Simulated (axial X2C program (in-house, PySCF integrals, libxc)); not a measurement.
The numbers below are computed, except where a source is named.
SnO: input and output

Program: an axial X2C code built on PySCF integrals.

The run was started with this input:
```json
{"zs": [50, 8], "q": 0, "bas": ["dyall-cv3z", "dyall-av3z"], "levels": ["PBE0", "HF", "TPSSh", "LDA", "r2SCAN"], "cc": true, "r0": 1.87, "thr": -2.0, "nmax": 140}
```
```bash
python so2c.py task.json out
```

Keys: zs atomic numbers; q charge; bas basis sets; levels methods; cc coupled cluster on or off; r0 starting distance in Å; thr threshold in hartree for freezing inner shells (an s shell follows its p shell); nmax most natural virtual spinors. HF also brings MP2.

Output of the r2SCAN step, 2c, at R = 1.823 Å for the state Ω = 0. It starts from PBE0 orbitals of this distance.

```
two-component X2C + atomic mean field  r2SCAN
basis functions 183  fitting functions 933  grid points 5076
iter        total energy     max residual
   1      -6249.281898531     1.21e-01
   2      -6249.283712982     7.79e-03
   3      -6249.261784354     3.84e-02
   4      -6249.284731984     1.89e-03
   5      -6249.284797269     9.74e-04
   6      -6249.284809114     3.18e-04
   7      -6249.284810460     1.61e-05
   8      -6249.284810466     7.89e-06
   9      -6249.284810467     8.40e-07
converged
one-electron -8819.85149568  Coulomb 2633.16342864  exact exchange 0.00000000  xc functional -175.18448259  nuclear repulsion 116.11129148  atomic mean-field constant -3.52355231
```
Energies are in hartree; totals compare only within one Hamiltonian and basis.
